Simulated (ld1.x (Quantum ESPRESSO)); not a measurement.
iron: one change to a TM potential, before and after

ld1.x (Quantum ESPRESSO) 7.5 input, shortened:

```
&input
   title='Fe', zed=26., rel=1, dft='PZ', iswitch=3,
   config='[Ar] 3d6 4s2 4p0'
 /
 &inputp
   pseudotype=2, tm=.true., lloc=-1, rcloc=0.75,
   nlcc=.true., new_core_ps=.true., rcore=0.90
 /
3
4S  1  0   2.00   0.00  2.65  2.65  0.0
4P  2  1   0.00   0.00  3.40  3.40  0.0
3D  3  2   6.00   0.00  0.95  0.95  0.0
 &test
   configts(1)='3d6 4s2 4p0'
 /
```

Change: all radii but the core radius scaled by about 1.16 (s 3.06, p 3.94, d 1.10 bohr); local potential all-electron potential smoothed inside 0.86 bohr (lloc = -1).

Cutoffs: the cutoffs (Ry, on a coarse ladder) from which the occupation-weighted sum of valence levels, in a spherical-Bessel basis at the reference potential, stays within 10 and 1 mRy of its value at 400 Ry; they do not see the model core or the augmentation charge, which bear on the density cutoff. Errors are all-electron minus pseudo energies relative to the spin-unpolarised reference configuration.

What does the change do?

The potential gets softer (200 Ry and 260 Ry → 180 Ry and 230 Ry); both files keep a bound ghost (p, s); of the 8 tests that both files solve, the error grows in 6 and shrinks in 1 by more than 15 % and 0.3 meV (median size 36.1 → 60.9 meV). A larger radius leaves more room for a smooth pseudo-wave, so fewer plane waves are needed.

```csv
quantity,base,changed
"cutoff, loose",200 Ry,180 Ry
"cutoff, tight",260 Ry,230 Ry
loose cutoff by channel (10 mRy a level),"s 6 Ry, d 180 Ry","s 6 Ry, d 140 Ry"
bound ghosts,"s, p","s, p"
"tests counted (converged, no solver errors)",8 of 9,8 of 9
"error for 3d6 4s1 4p0, meV [ΔE 8.98 eV]",-6.5,-7.8
"error for 3d6 4s0 4p0, meV [ΔE 25.47 eV]",-55,-78
"error for 3d5 4s0 4p0, meV [ΔE 60.00 eV]",-217,-398
"error for 3d6 4s1.5 4p0, meV [ΔE 3.60 eV]",-1.3,-1.3
"error for 3d7 4s1 4p0, meV [ΔE -0.83 eV]",-98,-58
"error for 3d6 4s1 4p1, meV [ΔE 4.18 eV]",-1.1,-2.1
"error for 3d6 4s2 4p0 (spin-polarised), meV [ΔE -3.39 eV]",+44,+67
"error for 3d6 4s1 4p0 (spin-polarised), meV [ΔE 4.81 eV]",+28,+64
```

Base: Tests not counted: 3d5 4s2 4p1 (solver errors, printed error -403 eV). Changed file: Tests not counted: 3d5 4s2 4p1 (solver errors, printed error -2.9 eV). These tests converged, but a pseudo level misses the all-electron one widely, so the file describes the atom poorly there or has found another state: 3d6 4s0 4p0: empty 4p by 2.5 eV (a node warning on the way). A true bound ghost makes a file unfit for plane-wave use even where its test errors are small: the radial tests pick states by their node count and pass the ghost by. Where a test does run into it, the solver fails or the error is huge.
